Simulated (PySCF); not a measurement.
# Lu⁺ (lutetium, charge +1) across methods

[Xe] 4f14 6s2, closed-shell 1S. Calculation: PySCF 2.14, in ANO-RCC-VTZP (8s7p5d3f2g1h, 104 functions); scalar relativity by spin-free X2C-1e.

```csv
method,E (hartree),mean ε 5p (eV),mean ε 4f (eV),mean ε 6s (eV),Σ⟨r²⟩ (bohr²),⟨S²⟩
UHF,-14557.65590,-47.932,-31.453,-12.763,58.42,0.000
LDA,-14553.16,-40.939,-19.031,-11.334,56.46,0.000
PBE0,-14562.57,-42.769,-22.054,-11.702,56.96,0.000
PBE,-14562.84,-40.660,-18.687,-11.090,56.79,0.000
PW91,-14564.38,-40.742,-18.772,-11.151,56.72,0.000
r2SCAN,-14562.89,-41.707,-18.806,-11.139,57.09,0.000
```

Question: Estimate the same row for B3LYP.

Answer: E (hartree) = -14563.12; mean ε 5p (eV) = -42.322; mean ε 4f (eV) = -21.325; mean ε 6s (eV) = -11.660; Σ⟨r²⟩ (bohr²) = 56.83; ⟨S²⟩ = 0.000.

Spin-orbit coupling, which splits the p, d and f shells strongly at this Z, is absent.
